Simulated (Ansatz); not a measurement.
Reaction (cleavage of the Al–Al bond): `[OH][AlH][AlH2]` + `N[SiH2][GeH3]` → `[AlH2][NH][SiH2][GeH3]` + `[OH][AlH2]`

Computed with Ansatz on PBE0-D4/def2-TZVP structures; ΔE is electronic, products minus reactants. CBS: MP2 limit from def2 TZ/QZ plus the TZ coupled-cluster correction, frozen cores. This one scheme is used for every species. DFT in def2-TZVPP. B3LYP here is the variant with VWN-RPA as its local correlation; programs differ in this. For Ge outer-core shells are correlated without core-valence functions, which leaves a few kJ/mol of doubt a bond. Scalar relativity is left out up to krypton. One conformer a species, not always the lowest.

`[OH][AlH][AlH2]`:

```xyz
7

O     1.977   -0.354   -0.165
Al    0.410   -0.157   -0.809
Al   -1.398    0.342    0.972
H     2.743   -0.542   -0.706
H     0.247   -0.300   -2.392
H    -1.765    1.832    1.407
H    -2.215   -0.822    1.693
```

`N[SiH2][GeH3]`:

Cartesian coordinates in Å:
```
N -1.324 -0.641 1.042
Si -0.114 0.541 0.716
Ge 1.050 -0.101 -1.257
H -1.966 -0.914 0.315
H -1.778 -0.655 1.942
H 0.807 0.568 1.883
H -0.608 1.940 0.525
H 0.058 -0.334 -2.413
H 1.842 -1.403 -1.050
H 2.031 0.998 -1.701
```

`[AlH2][NH][SiH2][GeH3]`:

```xyz
12

Al    1.301    1.550   -1.714
N    -0.099    0.950   -0.785
Si   -0.534   -0.679   -0.399
Ge   -0.568   -1.059    1.954
H     1.447    3.118   -1.879
H     2.304    0.484   -2.309
H    -0.723    1.653   -0.409
H     0.479   -1.565   -1.031
H    -1.876   -1.044   -0.943
H    -1.530   -0.074    2.646
H     0.829   -0.848    2.567
H    -1.031   -2.486    2.301
```

`[OH][AlH2]`:

```xyz
5

O    -0.669    0.676    0.758
Al    0.395   -0.101   -0.308
H    -1.468    0.272    1.093
H     0.080   -1.576   -0.795
H     1.661    0.730   -0.748
```

```csv
level,ΔE (kcal/mol)
r2SCAN-D4,-26.4
B3LYP-D4,-26.6
RPA@PBE/def2-TZVPP,-25.9
CCSD/def2-TZVPP,-25.9
```

Task: What does CCSD(T)/CBS give? (Estimate.)

Result: The calculation gave: -26.2 kcal/mol. The listed levels differ from it by -0.2, -0.4, 0.3, 0.3 kcal/mol.

Largest T1 diagnostic among the species: 0.013.

Leaving LDA and LC-ωPBE aside and taking each functional with its dispersion term where it has one, the values, not all of them listed here, spread over 6.6 kcal/mol, from B97M-V to PBE-D4. LDA lies −1.8 kcal/mol from PBE without D4. From BLYP to BHLYP (50 % exact exchange), in def2-TZVPP and without D4, ΔE moves by −1.2 kcal/mol.
